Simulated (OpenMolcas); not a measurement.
**Cl3+: terms and fine structure**

```yaml
Program: OpenMolcas
Method: "SS-CASPT2, IPEA 0.25 Eh, imaginary shift 0.1 Eh (closed shells correlated: 2s 2p 3s)"
Basis: ANO-RCC-VQZP [6s5p3d2f1g]
Scalar_Hamiltonian: DKH2, point nucleus
Active_space: 2 electrons in 3 orbitals (3p)
State_averaging: 2S+1 = 3 even, 3 roots; 2S+1 = 1 even, 6 roots
Spin-orbit_coupling: RASSI with atomic mean-field integrals over the reference wave functions, term energies averaged over their components
```

With spin-orbit coupling, above the lowest level:

```tsv
Configuration	Term	J	E (cm⁻¹)	Measured (cm⁻¹)	Term weight %
3s² 3p²	³P	0	0.0	0.0	100
3s² 3p²	³P	1	447	491	100
3s² 3p²	³P	2	1235	1341	100
3s² 3p²	¹D	2	13500	13766	100
3s² 3p²	¹S	0	32650	32550	100
```

Against the 4 measured excited levels shown (Moore, Atomic Energy Levels, vol. I, NSRDS-NBS 35 (1971 reprint of NBS Circular 467, 1949)) the mean absolute deviation is 130 cm-1; the largest miss in energy is 3s² 3p² ¹D₂: computed 13500, measured 13766 cm⁻¹ (-2.0 %), and the largest in proportion 3s² 3p² ³P₁ (-8.9 %).

Spin-orbit coupling puts the lowest level 855 cm⁻¹ below the lowest spin-free term.

For ³P the intervals divided by the larger J are 447.5, 393.7 cm-1. Landé's interval rule makes them equal in pure LS coupling; they differ by 13 % of their mean. The multiplet is regular.

CASPT2 does not keep the components of a term degenerate, so their means are used; among the terms shown or strongly mixed into the levels shown the widest spread is 120 cm-1 (3s² 3p² ¹D). With the s shell closed, the reference lacks s² → p² mixing. Computed and measured levels are paired by configuration, term and J; levels that our copy of the source lacks, or whose pairing is in doubt (as where it misses far off the trend of its configuration), stay unpaired and out of the deviations. Only configurations of the active space appear.

The term weight is that of the spin-free term in the level, not the purity of its configuration.
